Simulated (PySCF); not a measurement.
# Correlation energy of Sb³⁺ (antimony, charge +3)

[Kr] 4d10 5s2, closed-shell 1S. Computed with PySCF 2.14 in def2-SVP with the def2 core potential (28 electrons) (4s4p2d, 26 functions), with scalar relativity through the core potential. Frozen: 4s2 4p6 4d10; 2 electrons correlated.

Total MP2 correlation energy: -22.67 mhartree.

Same-spin part 0.00 and opposite-spin part -22.67 mhartree; SCS-MP2 scales them by 1/3 and 6/5 to -27.20 mhartree.

With two correlated electrons CCSD is exact within the correlated space (frozen core and kept virtual orbitals).

```tsv
level	correlation energy (mhartree)
CCSD	-33.16
```

Diagnostics: T1 = 0.0015, D1 = 0.0021, largest double amplitude 0.100.

Problem. Is a single reference adequate?

Solution. Mostly. T1 lies below 0.03, but a double amplitude of this size points to a near-degeneracy that CCSD handles and MP2 describes poorly.
